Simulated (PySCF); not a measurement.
Computed shifts of a molecule C3H7BFNO, PySCF with KT2/pcSseg-1, GIAO, gas phase, equivalent atoms averaged, in ppm (number of nuclei): ¹³C: 139.9 (1), 104.8 (1), 17.4 (1). ¹⁵N: 51.1 (1). ¹⁹F: -184.1 (1). ¹H: 7.15 (1), 5.45 (1), 2.25 (2), 1.99 (3). References: ¹³C against TMS (σ = 185.1 ppm); ¹⁷O against H2O (σ = 330.4 ppm); ¹¹B against BF3 (σ = 89.8 ppm); ¹⁵N against NH3 (σ = 266.2 ppm); ¹⁹F against CFCl3 (σ = 127.1 ppm); ¹H against TMS (σ = 31.47 ppm), references at their B3LYP-D3(BJ)/def2-TZVP geometries, non-relativistic. Geometry: r2SCAN-D4/def2-SVP. One conformer was computed; it need not be the lowest.

Problem. Which molecule gave these data?
A) C=C[C@@H](F)B(N)O
B) COB(N)/C=C\F
C) C/C=C/OB(N)F
D) C/C(=C/F)B(N)O

Solution. C, C/C=C/OB(N)F
